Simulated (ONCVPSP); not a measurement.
**Which change was made? (B, ONCV)**

- Element: boron (B)
- Generator: ONCVPSP 4.0.1
- Type: optimised norm-conserving Vanderbilt (ONCV)
- Functional: PBE
- Relativity: scalar-relativistic
- Frozen core: [He]
- Valence charge: 3
- Reference configuration: 2s2 2p0.5 (charge +0.5)
- Partial waves: 2s: rc 1.60 bohr, ncon 5, nbas 8, qcut 4.4 1/bohr, 2 projectors, debl 1.5 Ha; 2p: rc 3.80 bohr, ncon 5, nbas 10, qcut 4.3 1/bohr, 2 projectors, debl 3.8 Ha; d scattering state at 0.27 Ha: rc 4.00 bohr, ncon 4, nbas 7, qcut 2.4 1/bohr, 1 projector
- Local potential: polynomial inside 1.25 bohr (lpopt 5, dvloc0 0 Ha)
- Core correction: Teter function, fcfact 4.75, rcfact 1.65

Cutoffs, loose and tight: the cutoffs (Ha) at which the residual kinetic energy of the hardest occupied pseudo-wave falls to 1 and 0.1 mHa per electron. They do not see the model core or the augmentation charge, which bear on the density cutoff. Test errors are all-electron minus pseudo excitation energies from the reference, over the configurations 2s2 2p1; 2s2 2p0; 2s1 2p0; 2s1 2p1; variants that change the core or the reference have their own tests.

The base gives: outcome: generated; cutoff, loose: 12 Ha; cutoff, tight: 51 Ha; bound ghosts: none; GHOST(+) flags above zero: p, d; largest test error (meV): +249.

Task: After one change the result is: outcome: generated; cutoff, loose: 10 Ha; cutoff, tight: 44 Ha; bound ghosts: none; GHOST(+) flags above zero: p, d; largest test error (meV): +246. Which change was it?
A. s: rc 1.48
B. s: rc 1.72
C. s: rc 2.1

Result: B. The others give: s: rc 2.1 → outcome: generated; cutoff, loose: 7.7 Ha; cutoff, tight: 16 Ha; bound ghosts: none; GHOST(+) flags above zero: p, d; largest test error (meV): +231 | s: rc 1.48 → outcome: generated; cutoff, loose: 15 Ha; cutoff, tight: 58 Ha; bound ghosts: none; GHOST(+) flags above zero: p, d; largest test error (meV): +251.
